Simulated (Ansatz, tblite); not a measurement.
Spin states of the cluster Pd₄⁻, each relaxed with PBE-D4/def2-SVPD in Ansatz. Electronic energies in the gas phase.

In the def2 sets Pd takes a core potential; there is no spin–orbit coupling. The xTB rows come from tblite. LC-ωPBE has ω = 0.4 bohr⁻¹. Correlated methods freeze no core orbitals; core or outer-core shells of Pd are correlated, in sets that lack core-valence functions. HOMO above LUMO, or a gap near zero within one spin, warns that the state may not be the lowest or that an electron is smeared out. The structure comes from a short search, and lower isomers may exist.

Doublet geometry (D2d within 0.1 Å):

```tsv
atom	x (Å)	y (Å)	z (Å)
Pd1	-0.434	0.342	1.528
Pd2	-1.100	-1.028	-0.610
Pd3	1.456	-0.715	-0.098
Pd4	0.077	1.401	-0.820
```

Quartet geometry (D2d within 0.1 Å):

```
atom    x (Å)    y (Å)    z (Å)
 Pd1   1.3129  -0.8392  -0.4160
 Pd2   0.2662   1.0229   1.2178
 Pd3  -1.1866  -0.9301   0.5727
 Pd4  -0.3925   0.7464  -1.3745
```

⟨S²⟩: doublet 0.90 at PBE0-D4/def2-TZVPD (pure 0.75), quartet 3.79 at PBE0-D4/def2-TZVPD (pure 3.75).

Run but left out: HF/STO-3G, HF/def2-TZVPD, MP2/def2-TZVPD (doublet: ⟨S²⟩ 1.86 to 5.71, where a pure state has 0.75).

Only these spin states were relaxed. Higher spins weren't run and may lie lower.

```tsv
level	quartet − doublet (kcal/mol)	lowest of these	remarks
GFN2-xTB	38.4	doublet	–
B97M-V/def2-TZVPD	6.7	doublet	HOMO above zero (doublet), HOMO above zero (quartet), gap within one spin near zero (quartet), spin-contaminated (⟨S²⟩ 0.91) (doublet)
PBE0-D4/def2-TZVPD	11.8	doublet	HOMO above zero (doublet), HOMO above zero (quartet), spin-contaminated (⟨S²⟩ 0.90) (doublet)
BHLYP-D4/def2-TZVPD	11.4	doublet	HOMO above zero (quartet)
B2PLYP/def2-TZVPD	18.2	doublet	spin-contaminated (⟨S²⟩ 0.83) (doublet)
RPA@PBE/def2-TZVPD	3.6	doublet	spin-contaminated (⟨S²⟩ 0.85) (doublet)
```

(1) Estimate the rows for GFN1-xTB, PBE-D4/def2-TZVPD, BLYP-D4/def2-TZVPD, r2SCAN-D4/def2-TZVPD, LC-ωPBE/def2-TZVPD.

Results:

(1) 
```csv
level,quartet − doublet (kcal/mol),lowest of these,remarks
GFN1-xTB,59.1,doublet,–
PBE-D4/def2-TZVPD,10.4,doublet,"HOMO above zero (doublet), HOMO above zero (quartet), gap within one spin near zero (doublet), gap within one spin near zero (quartet), spin-contaminated (⟨S²⟩ 0.85) (doublet)"
BLYP-D4/def2-TZVPD,10.7,doublet,"HOMO above zero (doublet), HOMO above zero (quartet), gap within one spin near zero (doublet), gap within one spin near zero (quartet), spin-contaminated (⟨S²⟩ 0.84) (doublet)"
r2SCAN-D4/def2-TZVPD,7.9,doublet,"HOMO above zero (doublet), HOMO above zero (quartet), spin-contaminated (⟨S²⟩ 1.03) (doublet)"
LC-ωPBE/def2-TZVPD,13.9,doublet,spin-contaminated (⟨S²⟩ 0.91) (doublet)
```

The xTB methods have no term that favours high spin, so they put low spin too low.
